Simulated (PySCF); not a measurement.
2,3-dihydro-1,4-oxaselenine (C₄H₆OSe), SMILES C1=C[Se]CCO1. Atoms are numbered in the order given.

```xyz
12

C      1.2674    -1.3954    -0.1312
C      1.4114    -0.0890     0.1402
Se    -0.0182     1.1682     0.2621
C     -1.4021    -0.2296     0.1682
C     -1.0088    -1.3090    -0.8329
O      0.1268    -2.0635    -0.4390
H      2.1240    -2.0751    -0.1036
H      2.4030     0.3041     0.3678
H     -2.3342     0.2623    -0.1436
H     -1.5440    -0.6633     1.1683
H     -0.8288    -0.8560    -1.8239
H     -1.8216    -2.0450    -0.9312
```

Geometry: B3LYP-D3(BJ)/def2-SVP. Other conformers were not sampled.

Two levels are set side by side: PBE/pcSseg-1 (PySCF) and B3LYP/pcSseg-1 (PySCF). GIAO shifts against H2O (¹⁷O), Me2Se (⁷⁷Se), TMS (¹H), TMS (¹³C) at the same level; non-relativistic, no solvent, atoms listed together averaged. Differences are taken from unrounded values.

```json
[
 {"quantity": "δ(¹³C) of C1 (ppm)", "PBE": "148.4"},
 {"quantity": "δ(¹³C) of C2 (ppm)", "PBE": "99.0"},
 {"quantity": "δ(⁷⁷Se) of Se3 (ppm)", "PBE": "143.4"},
 {"quantity": "δ(¹³C) of C4 (ppm)", "PBE": "30.6"},
 {"quantity": "δ(¹³C) of C5 (ppm)", "PBE": "70.6"},
 {"quantity": "δ(¹⁷O) of O6 (ppm)", "PBE": "129.9"},
 {"quantity": "δ(¹H) of H7 (ppm)", "PBE": "7.05"},
 {"quantity": "δ(¹H) of H8 (ppm)", "PBE": "4.99"}
]
```

Problem. These are the PBE values. What does B3LYP give? (Estimate from the structure and the level; the computed values follow.)

Solution. 
```tsv
quantity	B3LYP	PBE minus B3LYP
δ(¹³C) of C1 (ppm)	152.7	-4.2
δ(¹³C) of C2 (ppm)	103.2	-4.2
δ(⁷⁷Se) of Se3 (ppm)	145.9	-2.5
δ(¹³C) of C4 (ppm)	30.8	-0.2
δ(¹³C) of C5 (ppm)	70.2	0.4
δ(¹⁷O) of O6 (ppm)	120.1	9.8
δ(¹H) of H7 (ppm)	6.98	0.07
δ(¹H) of H8 (ppm)	5.02	-0.02
```

Rough cost on one machine, each run with all the roots and properties that it gave: B3LYP against PBE within a factor of 2.
